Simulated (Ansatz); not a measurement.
The first iterations of a band of H2OSTe (5 atoms, charge 0, multiplicity 1).

These are results of Ansatz 0.2.0, RKS B3LYP/def2-SVP, not measurements.

- movable images: 5
- climbing image: yes
- spring: 5.0 eV/Å²
- optimiser: quadratic models (default)
- start path: through a guess of the saddle point
- force threshold: 0.05 eV/Å
- iteration limit: 60
- end points: relaxed

First end point:

```xyz
5
Properties=species:S:1:pos:R:3
S -1.354 -0.999 -0.059
O -0.395 -0.041 0.928
Te 1.650 -0.006 0.711
H -1.530 -0.126 -1.093
H 1.629 1.173 -0.487
```

Last end point:

```xyz
5
Properties=species:S:1:pos:R:3
S -1.485 0.065 -0.454
O -0.344 -0.040 0.771
Te 1.663 -0.195 0.345
H -1.695 -1.267 -0.664
H 1.862 1.437 0.002
```

| iteration | highest image above the first end (eV) | largest band force component (eV/Å) |
| --- | --- | --- |
| 1 | 1.714 | 11.332 |
| 2 | 0.404 | 4.286 |

**Question.** Does the band converge within its limit, and where does its top end?

**Answer.** The run converged. It ended after 7 iterations with the highest image 0.209 eV above the first end. A vibrational analysis at the climbing image gives one clearly imaginary mode, 293i cm⁻¹: a first-order saddle point.

Run time: 89 s on 1 thread of Arm Neoverse V2, with other jobs on the host, peak memory 0.14 GiB.
